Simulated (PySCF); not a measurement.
J couplings in Ge(NMe2)H3

Geometry (Å), atoms numbered from 1 in this order:
```xyz
13

Ge   -0.026   -0.051   -1.695
N     0.143    0.243    0.110
C     1.082   -0.546    0.862
C    -1.019    0.639    0.861
H     1.418    0.006    1.760
H     1.979   -0.764    0.262
H     0.672   -1.518    1.215
H    -1.669    1.294    0.260
H    -1.639   -0.215    1.214
H    -0.720    1.211    1.760
H     1.400   -0.130   -2.269
H    -0.808    1.142   -2.271
H    -0.781   -1.362   -2.047
```

Method: PBE/pcJ-1 (pcSseg-1 on Ge) (spin–dipole term only in couplings to heteroatoms)//PBE0-D3(BJ)/def2-SVP, PySCF 2.14; isolated molecule, single conformer, non-relativistic. Couplings are averaged over pairs made equivalent by symmetry, fast rotation or ring inversion, so a value needn't be that of the named pair in this geometry, while other rotamers aren't included; one pair stands for each set, and the list holds those of at least 0.8 Hz over up to four bonds.

Isotopes: 13C, 1H, 15N.

```tsv
pair	bonds	J (Hz)
N2, C3	1	-4.5
C3, H5	1	126.1
N2, H5	2	?
N2, H11	2	-4.7
H5, H6	2	-10.9
H11, H12	2	14.2
C3, H8	3	?
C3, H11	3	2.0
```

Estimate the withheld couplings, with signs.

Results:


- 2J(N2,H5) = -1.3 Hz (mean over equivalent pairs that range from -2.4 to 0.4 Hz in this conformer)
- 3J(C3,H8) = 5.7 Hz (mean over equivalent pairs that range from 1.8 to 12.7 Hz in this conformer)

Relativistic effects of the heavier atoms present are left out.
